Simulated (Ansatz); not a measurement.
BFH4O2Si, SMILES `B[Si](O)(O)F` at its PBE0-D4/def2-TZVP geometry, where that method's forces vanish. Charge 0, multiplicity 1.

| atom | x (Å) | y (Å) | z (Å) |
| --- | --- | --- | --- |
| B1 | -0.1786 | 1.3337 | 0.9287 |
| Si2 | -0.0867 | -0.3942 | -0.0833 |
| O3 | 1.2898 | -0.6307 | -0.9407 |
| O4 | -1.3155 | -0.5199 | -1.1407 |
| F5 | -0.1729 | -1.5534 | 1.0232 |
| H6 | -1.1650 | 2.0049 | 0.9620 |
| H7 | 0.7726 | 1.7189 | 1.5430 |
| H8 | 2.1025 | -0.7824 | -0.4561 |
| H9 | -1.2461 | -1.1771 | -1.8360 |

**Question.** For each bond, give half the difference of the two atoms' forces along it (eV/Å; positive pushes the atoms apart) under PBE-D4, r2SCAN-D4, B3LYP-D4, ωB97M-V in def2-TZVPP. (Estimate.)

**Answer.** The calculation gave: 
| bond | length (Å) | PBE-D4 | r2SCAN-D4 | B3LYP-D4 | ωB97M-V |
| --- | --- | --- | --- | --- | --- |
| B1–Si2 | 2.005 | -0.32 | -0.08 | -0.05 | -0.07 |
| B1–H6 | 1.193 | 0.09 | -0.01 | -0.10 | -0.11 |
| B1–H7 | 1.196 | 0.10 | -0.01 | -0.10 | -0.10 |
| Si2–O3 | 1.639 | 0.27 | 0.06 | 0.12 | 0.09 |
| Si2–O4 | 1.626 | 0.27 | 0.06 | 0.10 | 0.10 |
| Si2–F5 | 1.605 | 0.45 | 0.05 | 0.16 | 0.11 |
| O3–H8 | 0.958 | 0.32 | 0.02 | -0.02 | -0.06 |
| O4–H9 | 0.959 | 0.32 | 0.01 | -0.02 | -0.06 |

B3LYP here is the variant with VWN-RPA as its local correlation; programs differ in this.

All numbers were calculated with Ansatz.
